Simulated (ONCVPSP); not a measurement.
## Varying the ONCV potential for Ag

Base potential:

| Quantity | Value |
| --- | --- |
| Element | Ag |
| Generator | ONCVPSP 4.0.1 |
| Type | optimised norm-conserving Vanderbilt (ONCV) |
| Functional | PBEsol |
| Relativity | scalar-relativistic |
| Frozen core | [Ar] 3d10 |
| Valence charge | 19 |
| Reference configuration | 4s2 4p6 4d10 5s0.5 (charge +0.5) |
| Partial waves | 4s+5s: rc 1.45 bohr, ncon 4, nbas 7, qcut 9.4 1/bohr, 3 projectors, debl 2.2 Ha; 4p: rc 1.15 bohr, ncon 4, nbas 8, qcut 7.4 1/bohr, 2 projectors, debl 3.1 Ha; 4d: rc 1.50 bohr, ncon 5, nbas 10, qcut 11.2 1/bohr, 2 projectors, debl 3 Ha |
| Local potential | polynomial inside 0.80 bohr (lpopt 4, dvloc0 4 Ha) |
| Core correction | polynomial model core, fcfact 0.6 |

Cutoffs, loose and tight: the cutoffs (Ha) at which the residual kinetic energy of the hardest occupied pseudo-wave falls to 1 and 0.1 mHa per electron. They do not see the model core or the augmentation charge, which bear on the density cutoff. Test errors are all-electron minus pseudo excitation energies from the reference, over the configurations 4s2 4p6 4d10 5s1; 4s2 4p6 4d10 5s0; 4s2 4p6 4d9 5s0; 4s1 4p6 4d10 5s1. A dash means not determined; rows that change the core or the reference have their own tests.

```csv
change,outcome,"cutoff, loose","cutoff, tight",bound ghosts,GHOST(+) flags above zero,largest test error (meV)
base,generated,79 Ha,151 Ha,none,s,-151
d: qcut 6.9,generated,79 Ha,154 Ha,none,s,-199
"reference 4s2 4p6 4d10 5s0.75 5p0.25; wave 4p: rc 1.15 bohr, ncon 4, nbas 8, qcut 7.4 1/bohr, 2 projectors, debl 3.1 Ha becomes 4p+5p: rc 1.15 bohr, ncon 4, nbas 8, qcut 7.4 1/bohr, 2 projectors",generated,79 Ha,151 Ha,none,s,-1.3 over the solved tests; 2 of 4 tests not solved or not reliable
p: debl 3.85,generated,79 Ha,151 Ha,none,s,-151
non-relativistic,generated,81 Ha,151 Ha,none,s,-67
p: nproj 3,generated,79 Ha,151 Ha,none,s,-152
```

(1) What comes out with this change to the base: all radii but the core radius scaled by about 1.09 (s 1.58, p 1.26, d 1.64 bohr); local potential polynomial inside 0.88 bohr (lpopt 4, dvloc0 4 Ha)?

Answers

(1) outcome: generated; cutoff, loose: 34 Ha; cutoff, tight: 115 Ha; bound ghosts: none; GHOST(+) flags above zero: s; largest test error (meV): -228.
